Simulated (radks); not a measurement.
Results of a calculation; reference values are marked as such.
Initial-state core-level shifts of neutral palladium when its valence configuration changes from [Kr] 4d10. Code: a radial shooting solver on a logarithmic mesh with Libxc functionals. Model: non-relativistic Kohn-Sham, LDA (Slater exchange, Perdew-Wang correlation), spin-unpolarised, spherical densities, point nucleus; relativity is left out, which matters for an element this heavy. Shifts are changes of the shell-averaged eigenvalues in eV (positive: less bound); the change of the density at the nucleus, which sets a Mossbauer isomer shift, is in e/bohr^3, on a base of 6.802e+04.

valence               2s       3s       4s       4p  density at nucleus
4d9 5s1           -3.891   -3.858   -3.657   -3.559              +7.915
4d9 5p1           -5.540   -5.533   -5.383   -5.293              +0.735
4d8 5p2          -11.339  -11.260  -10.736  -10.505              +2.120
4d9 5s0.5 5p0.5   -4.765   -4.745   -4.570   -4.476              +4.486
4d8 5s1 5p1      -10.000   -9.901   -9.356   -9.125             +11.199
4d7 5s2 5p1      -15.078  -14.822  -13.694  -13.295             +25.017
4d8 5s0.5 5p1.5  -10.690  -10.600  -10.066   -9.835              +6.802
4d7.5 5s0.5 5p2  -13.790  -13.640  -12.838  -12.524              +8.185
4d8 5s2           -8.456   -8.338   -7.768   -7.536             +19.069
